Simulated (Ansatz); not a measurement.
# A relaxation, step by step

H2SBr (SMILES [Br-].S) (charge -1), closed shell, PBE0-D4/def2-TZVPD (Ansatz 0.2.0). Settings:

```yaml
hamiltonian: {xc: pbe0, dispersion: d4}
relax: {f_tol: 0.005, max_steps: 200}
```

Start (the SMILES describes the start alone):

Br1  (0.054, -0.316, -2.302)
S2  (-0.288, -0.273, 1.228)
H3  (0.394, 0.901, 1.297)
H4  (-0.160, -0.312, -0.222)
(Å)

| step | energy less the last (meV) | largest force component (eV/Å) |
| --- | --- | --- |
| 1 | 20.4 | 0.526 |
| 2 | 8.5 | 0.344 |
| 3 | 1.9 | 0.190 |
| 4 | 0.2 | 0.079 |
| 5 | 0.0 | 0.007 |
| 6 | 0.0 | 0.000 |

Step 3, positions (Å) and forces (eV/Å):

| atom | x | y | z | Fx | Fy | Fz |
| --- | --- | --- | --- | --- | --- | --- |
| Br1 | 0.060 | -0.322 | -2.384 | -0.004 | 0.002 | 0.056 |
| S2 | -0.281 | -0.260 | 1.237 | -0.101 | -0.190 | -0.101 |
| H3 | 0.387 | 0.891 | 1.310 | 0.107 | 0.182 | 0.003 |
| H4 | -0.165 | -0.310 | -0.163 | -0.002 | 0.005 | 0.043 |

Step 4, positions (Å) and forces (eV/Å):

```tsv
atom	x	y	z	Fx	Fy	Fz
Br1	0.060	-0.316	-2.353	0.002	0.001	-0.012
S2	-0.283	-0.264	1.226	-0.004	0.007	0.079
H3	0.390	0.893	1.297	-0.003	-0.005	-0.002
H4	-0.166	-0.313	-0.170	0.005	-0.003	-0.065
```

Step 5, positions (Å) and forces (eV/Å):

| atom | x | y | z | Fx | Fy | Fz |
| --- | --- | --- | --- | --- | --- | --- |
| Br1 | 0.060 | -0.316 | -2.354 | 0.000 | 0.000 | 0.000 |
| S2 | -0.283 | -0.264 | 1.229 | 0.002 | 0.002 | -0.006 |
| H3 | 0.390 | 0.894 | 1.297 | -0.002 | -0.003 | -0.001 |
| H4 | -0.167 | -0.314 | -0.172 | -0.001 | 0.000 | 0.007 |

Last step (6):

```xyz
4
angstrom
Br 0.0605 -0.3147 -2.3544
S -0.2831 -0.2639 1.2292
H 0.3900 0.8937 1.2958
H -0.1674 -0.3152 -0.1705
```

The run took about 11 s on 2 CPU threads of an Intel Xeon Platinum 8124M (shared host).
